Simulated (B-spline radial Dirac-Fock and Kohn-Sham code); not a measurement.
# Electron momentum distribution of Hg²⁰⁺: Compton profiles

System: Hg²⁰⁺, configuration [Kr] 4d10 4f13 5s1 (tabulated as the ground configuration, which this calculation does not bear out).

The run's input, task.json:

```json
{"items": [{
  "Z": 80,
  "q": 20,
  "cfg": [[1, 0, 2], [2, 0, 2], [2, 1, 6], [3, 0, 2], [3, 1, 6], [3, 2, 10], [4, 0, 2], [4, 1, 6], [4, 2, 10], [4, 3, 13], [5, 0, 1]],
  "A": 202,
  "rrms": 5.4648,
  "do": ["scatter"],
  "s": [0.0, 0.05, 0.1, 0.15, 0.2, 0.25, 0.3, 0.35, 0.4, 0.45, 0.5, 0.6, 0.7, 0.8, 0.9, 1.0, 1.1, 1.2, 1.4, 1.6, 1.8, 2.0, 2.5, 3.0, 3.5, 4.0, 5.0, 6.0],
  "pz": [0, 0.1, 0.2, 0.3, 0.4, 0.5, 0.6, 0.8, 1.0, 1.2, 1.4, 1.6, 1.8, 2.0, 2.5, 3.0, 4.0, 5.0, 7.0, 10.0, 15.0, 20.0, 30.0, 40.0, 60.0, 100.0],
  "hv_scatter": [8047.8, 10000, 20000, 30000, 50000, 100000, 200000, 1000000]
}]}
```

Run with: `python xray_run.py task.json out`

These are calculated numbers from a B-spline atomic structure program; the model is the impulse approximation on configuration-average Dirac-Fock orbitals. pz is in atomic units of momentum; subshell profiles are per electron, for a selection of subshells; open shells are spread over both j values by their weights.

| pz | J total | J 1s1/2 | J 3p1/2 | J 3p3/2 | J 5s1/2 |
| --- | --- | --- | --- | --- | --- |
| 0 | 3.547 | 0.00913 | 0.0418 | 0.0452 | 0.273 |
| 0.3 | 3.534 | 0.00913 | 0.0418 | 0.0452 | 0.263 |
| 0.4 | 3.523 | 0.00913 | 0.0418 | 0.0452 | 0.255 |
| 0.5 | 3.511 | 0.00913 | 0.0418 | 0.0452 | 0.246 |
| 0.6 | 3.496 | 0.00913 | 0.0418 | 0.0452 | 0.235 |
| 0.8 | 3.460 | 0.00913 | 0.0418 | 0.0452 | 0.209 |
| 1 | 3.417 | 0.00913 | 0.0418 | 0.0452 | 0.180 |
| 1.2 | 3.372 | 0.00913 | 0.0418 | 0.0451 | 0.151 |
| 1.4 | 3.324 | 0.00913 | 0.0418 | 0.0451 | 0.123 |
| 1.6 | 3.276 | 0.00912 | 0.0417 | 0.0451 | 0.0980 |
| 1.8 | 3.228 | 0.00912 | 0.0417 | 0.0451 | 0.0772 |
| 2 | 3.182 | 0.00912 | 0.0417 | 0.0450 | 0.0610 |
| 2.5 | 3.067 | 0.00911 | 0.0415 | 0.0448 | 0.0387 |
| 3 | 2.943 | 0.00910 | 0.0413 | 0.0445 | 0.0335 |
| 4 | 2.630 | 0.00908 | 0.0405 | 0.0433 | 0.0310 |
| 5 | 2.242 | 0.00904 | 0.0390 | 0.0412 | 0.0192 |
| 7 | 1.512 | 0.00896 | 0.0337 | 0.0343 | 0.00468 |
| 10 | 0.8691 | 0.00878 | 0.0224 | 0.0207 | 0.00354 |
| 15 | 0.4292 | 0.00837 | 0.00726 | 0.00563 | 0.000592 |
| 20 | 0.2401 | 0.00784 | 0.00221 | 0.00207 | 0.000371 |
| 30 | 0.09282 | 0.00657 | 0.00152 | 0.00171 | 0.000127 |
| 40 | 0.04334 | 0.00525 | 0.00105 | 0.000948 | 2.07e-05 |
| 60 | 0.01386 | 0.00305 | 0.000283 | 0.000184 | 1.12e-05 |
| 100 | 0.002939 | 0.000953 | 2.60e-05 | 1.03e-05 | 3.94e-06 |

J(0) = 3.547. The 4f7/2 subshell gives the largest part, 13 %.

Mean momentum ⟨p⟩ by subshell (a.u.): 1s1/2 87.0, 2s1/2 31.1, 2p1/2 40.8, 2p3/2 35.1, 3s1/2 15.6, 3p1/2 18.7, 3p3/2 17.0, 3d3/2 20.4, 3d5/2 19.8, 4s1/2 8.18, 4p1/2 9.21, 4p3/2 8.53, 4d3/2 9.52, 4d5/2 9.29, 4f5/2 9.91, 4f7/2 9.80, 5s1/2 4.40.
